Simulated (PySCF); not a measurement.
Lowest triplet excitation (TDA) (eV) of eight silicon and germanium compounds: TDDFT-PBE beside TDDFT-PBE0, computed with PySCF for isolated molecules in the bases named; differences from unrounded values. The eight are the first of their class met in an unordered collection, after screening for sound electronic states; none was chosen by its value. Each molecule has one DFT geometry for both levels.

| molecule | basis | TDDFT-PBE0 | TDDFT-PBE | difference |
|---|---|---|---|---|
| Si(F)2(OH)(SeH) (F2H2OSeSi), SMILES O[Si](F)(F)[SeH] | def2-SVPD | 5.19 | 5.00 | -0.19 |
| CH5ClF2Si2, SMILES FC[Si@](Cl)(F)[SiH3] | def2-SVPD | 5.80 | 5.37 | -0.43 |
| C₃H₇NOSi, SMILES C#CCN[SiH2]O | def2-SVPD | 5.21 | 5.08 | -0.14 |
| Cl2H5NSi2, SMILES Cl[SiH](Cl)[SiH2]N | def2-SVPD | 4.74 | 4.25 | -0.49 |
| CH6GeOSi, SMILES [Ge]([O]C)[SiH3] (connectivity only; charge and spin as stated), neutral, multiplicity 1 | def2-SVPD | 1.58 | 1.63 | 0.05 |
| CH5ClFNSi2, SMILES [Si@@H]1([Si@H](F)CN1)Cl | def2-SVPD | 4.85 | 4.26 | -0.59 |
| CH4ClFOSi2, SMILES F[Si@H]1OC[Si@@H]1Cl | def2-SVPD | 4.79 | 4.49 | -0.30 |
| Si(Cl)(F)2(SeH) (ClF2HSeSi), SMILES F[Si](F)(Cl)[SeH] | def2-SVPD | 5.00 | 4.77 | -0.23 |

TDDFT-PBE lies below TDDFT-PBE0 in 7 and above it in 1 of the eight; the mean signed difference is -0.29 and the largest -0.59 eV.
